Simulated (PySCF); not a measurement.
Compound: C8H7N.
Structure used (PBE0-D3(BJ)/def2-SVP), in Å, numbered top down from 1:
```
atom  x, y, z in Å
C1     3.7253    0.1646    0.1408
C2     2.2790    0.0759    0.0531
C3     1.0685    0.0028   -0.0216
C4    -0.3519   -0.0861   -0.1107
C5    -1.1919    0.8887    0.4509
C6    -2.5677    0.7425    0.3280
C7    -3.0633   -0.3708   -0.3508
N8    -2.2819   -1.3043   -0.8891
C9    -0.9695   -1.1658   -0.7724
H10    4.0354    0.7043    1.0492
H11    4.1437    0.6999   -0.7265
H12    4.1835   -0.8363    0.1697
H13   -0.7571    1.7434    0.9733
H14   -3.2512    1.4810    0.7523
H15   -4.1442   -0.5129   -0.4638
H16   -0.3428   -1.9441   -1.2222
```

Level: PBE0/def2-SVPD in PySCF, non-relativistic, on one gas-phase PBE0-D3(BJ)/def2-SVP geometry that isn't relaxed in the solvent. The solvent is an IEF-PCM continuum (van der Waals radii × 1.2), and excitations are vertical TDDFT with non-equilibrium linear response and a frozen core. The model holds no explicit solvent molecules, cavitation or dispersion.

Gas-phase singlets (H = HOMO, L = LUMO):

```csv
state,E (eV),λ (nm),f,leading configuration
S1,4.576,271,0.001,H-1→L 98%
S2,4.892,253,0.003,H-1→L+1 93%
S3,4.925,252,0.181,H→L 58%
S4,5.166,240,0.242,H→L+1 50%
S5,5.294,234,0.000,H-2→L 93%
```

Task: What are the lowest 5 singlets in chloroform (ε = 4.711)?

Result: 
| state | E (eV) | λ (nm) | f | leading configuration | change by rank (eV) |
| --- | --- | --- | --- | --- | --- |
| S1 | 4.683 | 265 | 0.001 | H-1→L 97% | +0.107 |
| S2 | 4.861 | 255 | 0.326 | H→L 75% | -0.031 |
| S3 | 5.002 | 248 | 0.004 | H-1→L+1 88% | +0.077 |
| S4 | 5.099 | 243 | 0.245 | H→L+1 66% | -0.067 |
| S5 | 5.330 | 233 | 0.000 | H-2→L 91% | +0.036 |

Task: How does the list change in dimethylsulfoxide (ε = 46.83)?

Result: 
| state | E (eV) | λ (nm) | f | leading configuration | change by rank (eV) |
| --- | --- | --- | --- | --- | --- |
| S1 | 4.725 | 262 | 0.001 | H-1→L 97% | +0.149 |
| S2 | 4.859 | 255 | 0.328 | H→L 75% | -0.033 |
| S3 | 5.048 | 246 | 0.004 | H-1→L+1 85% | +0.123 |
| S4 | 5.095 | 243 | 0.251 | H→L+1 66% | -0.071 |
| S5 | 5.351 | 232 | 0.000 | H-2→L 90% | +0.057 |

Task: How do the frontier levels move from gas to dimethylsulfoxide?

Result: 
```
orbital  gas (eV)  solvent (eV)  change (eV)                  Löwdin shares, gas              Löwdin shares, solvent
 LUMO+2      0.58          0.69        +0.11  C1 26 %, C2 18 %, C3 11 %, H10 7 %   C2 19 %, C1 16 %, C3 16 %, C9 8 %
 LUMO+1     -0.78         -0.89        -0.11  C9 24 %, C6 19 %, N8 16 %, C5 14 %  C9 25 %, C6 18 %, N8 16 %, C5 14 %
   LUMO     -1.21         -1.29        -0.08  C7 18 %, C5 16 %, C4 16 %, N8 12 %  C7 19 %, C5 17 %, C4 16 %, N8 12 %
   HOMO     -6.85         -6.93        -0.08  C2 23 %, C3 19 %, C4 12 %, C7 12 %  C2 23 %, C3 20 %, C4 12 %, C7 11 %
 HOMO-1     -7.31         -7.53        -0.22   N8 43 %, C2 11 %, C3 10 %, C9 9 %   N8 31 %, C2 18 %, C3 16 %, C9 8 %
 HOMO-2     -7.97         -8.11        -0.14   C3 30 %, C2 27 %, N8 16 %, C1 6 %   N8 26 %, C3 23 %, C2 19 %, C7 6 %
 HOMO-3     -8.22         -8.30        -0.08  C6 27 %, C5 22 %, N8 14 %, C9 12 %  C6 28 %, C5 21 %, N8 12 %, C9 11 %
```

The HOMO–LUMO gap goes from 5.64 to 5.64 eV. Rows go by rank; for HOMO-3 and HOMO-2 the atom shares or the degeneracy differ between the runs, so the row needn't follow one orbital.
